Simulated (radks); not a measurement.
Values are calculated unless marked as measured or tabulated.
Question: Coherent X-ray form factor from a spherical all-electron density. Level of theory: Dirac Kohn-Sham, PBE, spin-unpolarised, spherical densities, finite nucleus; Fermi nuclear charge, rms radius of each element as measured or else 0.836 A^(1/3) + 0.57 fm (a radial shooting solver on a logarithmic mesh with Libxc functionals).

| sin(theta)/lambda (1/angstrom) | f0 (electrons) |
|---|---|
| 0.05 | 20.695 |
| 0.1 | 19.840 |
| 0.15 | 18.588 |
| 0.2 | 17.117 |
| 0.25 | 15.584 |
| 0.3 | 14.103 |
| 0.4 | 11.547 |
| 0.5 | 9.662 |
| 0.6 | 8.375 |
| 0.8 | 6.892 |
| 1 | 5.965 |
| 1.25 | 4.924 |
| 1.5 | 3.948 |
| 2 | 2.507 |

The species is in the configuration that NIST lists as its ground one. Which atom or ion scatters so?

Answer: The vanadium ion V2+, [Ar] 3d3. Extrapolating in s^2 from the first two rows gives f0(0) = 21.0, near the electron count 21; among species with that count, the fall with angle is slower the higher Z, and the table is that of Z = 23; from so few rows the species is fixed only to a neighbour or two.
